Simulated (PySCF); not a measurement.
Species: C₄H₉F₃Si₂.
Numbering: `[CH3:1][Si@H:2]1[CH2:3][Si@H:4]([C:5]([F:6])([F:7])[F:8])[CH2:9]1` (hydrogens: H10, H11, H12 on C1; H13 on Si2; H14, H15 on C3; H16 on Si4; H17, H18 on C9)

The same species was optimised twice, with GFN2-xTB and with PBE0-D3(BJ)/def2-SVP (PySCF), and the same property calculations (PySCF, gas phase) were run on both structures.

```
      coordinate  GFN2-xTB  PBE0-D3(BJ)/def2-SVP  change
      C1–Si2 (Å)     1.895                 1.874  -0.021
      Si2–C3 (Å)     1.935                 1.914  -0.021
      Si2–C9 (Å)     1.935                 1.914  -0.021
      Si4–C9 (Å)     1.906                 1.888  -0.018
      C3–Si4 (Å)     1.906                 1.888  -0.018
      Si4–C5 (Å)     1.944                 1.932  -0.012
       C5–F7 (Å)     1.350                 1.342  -0.008
       C5–F6 (Å)     1.350                 1.343  -0.007
       C5–F8 (Å)     1.351                 1.348  -0.003
  Si2–C3–Si4 (°)      91.2                  87.3    -3.9
  Si2–C9–Si4 (°)      91.2                  87.3    -3.9
   C3–Si2–C9 (°)      87.8                  90.8    +3.0
   C3–Si4–C9 (°)      89.4                  92.4    +3.0
   Si4–C5–F8 (°)     112.4                 110.4    -2.0
   C1–Si2–C9 (°)     113.4                 115.1    +1.7
   C1–Si2–C3 (°)     113.4                 115.1    +1.7
    F6–C5–F7 (°)     105.9                 107.2    +1.3
C3–Si4–C5–F6 (°)      -167                  -166      +1
```

Rotational constants: A = 2590, B = 617.1, C = 606.5 MHz (GFN2-xTB) against A = 2527, B = 650.4, C = 639.3 MHz (PBE0-D3(BJ)/def2-SVP).

On the GFN2-xTB structure: HOMO (eV) -8.11 [PBE0/pcSseg-1]; LUMO (eV) 0.01 [PBE0/pcSseg-1]; dipole (D) 3.52 [PBE0/pcSseg-1]; GIAO shielding of C1 (ppm) 186.5 [PBE0/pcSseg-1]; GIAO shielding of Si2 (ppm) 356.9 [PBE0/pcSseg-1]; GIAO shielding of C3/C9 (mean) (ppm) 184.7 [PBE0/pcSseg-1]; GIAO shielding of Si4 (ppm) 365.5 [PBE0/pcSseg-1]; GIAO shielding of C5 (ppm) 46.3 [PBE0/pcSseg-1]; GIAO shielding of F6/F7/F8 (mean) (ppm) 250.1 [PBE0/pcSseg-1].

Problem. What do these properties become on the PBE0-D3(BJ)/def2-SVP structure?

Solution. 
```json
{"property": "HOMO (eV)", "level": "PBE0/pcSseg-1", "on GFN2-xTB": "-8.11", "on PBE0-D3(BJ)/def2-SVP": "-7.94", "change": "+0.17"}
{"property": "LUMO (eV)", "level": "PBE0/pcSseg-1", "on GFN2-xTB": "0.01", "on PBE0-D3(BJ)/def2-SVP": "0.29", "change": "+0.28"}
{"property": "dipole (D)", "level": "PBE0/pcSseg-1", "on GFN2-xTB": "3.52", "on PBE0-D3(BJ)/def2-SVP": "3.26", "change": "-0.26"}
{"property": "energy, GFN2-xTB geometry as zero (kcal/mol)", "level": "PBE0/pcSseg-1", "on GFN2-xTB": "0.0", "on PBE0-D3(BJ)/def2-SVP": "-2.9", "change": "-2.9"}
{"property": "GIAO shielding of C1 (ppm)", "level": "PBE0/pcSseg-1", "on GFN2-xTB": "186.5", "on PBE0-D3(BJ)/def2-SVP": "182.9", "change": "-3.6"}
{"property": "GIAO shielding of Si2 (ppm)", "level": "PBE0/pcSseg-1", "on GFN2-xTB": "356.9", "on PBE0-D3(BJ)/def2-SVP": "356.0", "change": "-0.9"}
{"property": "GIAO shielding of C3/C9 (mean) (ppm)", "level": "PBE0/pcSseg-1", "on GFN2-xTB": "184.7", "on PBE0-D3(BJ)/def2-SVP": "187.6", "change": "+2.9"}
{"property": "GIAO shielding of Si4 (ppm)", "level": "PBE0/pcSseg-1", "on GFN2-xTB": "365.5", "on PBE0-D3(BJ)/def2-SVP": "368.0", "change": "+2.5"}
{"property": "GIAO shielding of C5 (ppm)", "level": "PBE0/pcSseg-1", "on GFN2-xTB": "46.3", "on PBE0-D3(BJ)/def2-SVP": "48.5", "change": "+2.2"}
{"property": "GIAO shielding of F6/F7/F8 (mean) (ppm)", "level": "PBE0/pcSseg-1", "on GFN2-xTB": "250.1", "on PBE0-D3(BJ)/def2-SVP": "254.2", "change": "+4.1"}
```

The heavy atoms differ by 0.135 Å rms after alignment. Among bonds between heavy atoms C1–Si2, Si2–C3 and Si2–C9 change most and about equally (-0.021 Å). Changes are differences of the printed values. Neither structure is proved a minimum here.

The values belong to the conformer `[CH3:1][Si@H:2]1[CH2:3][Si@H:4]([C:5]([F:6])([F:7])[F:8])[CH2:9]1`: C3–Si4–C5–F6 -166°.
